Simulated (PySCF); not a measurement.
Harmonic spectrum computed at PBE0 in the def2-TZVP basis family (core potentials from Rb on, PySCF, no spin–orbit coupling):

```
symmetry  ω (cm⁻¹)  IR (km/mol)
      a'       451         42.7
     a''       464          224
     a''       570         15.9
      a'       957         64.7
      a'       969          116
      a'      1209          166
      a'      1457          302
      a'      3762         17.3
      a'      3913          130
```

Which molecule gave it? In each, all ligands are bound to the one heavy central atom.
A. Zr(OH)₂ (triplet)
B. C(OH)₂ (singlet)
C. B(OH)₂ (doublet)
D. Ti(OH)₂ (triplet)
E. Se(OH)₂ (singlet)

C. It has Cs symmetry with B–O 1.341 Å, B–O 1.355 Å, O–H 0.959 Å, O–H 0.967 Å.
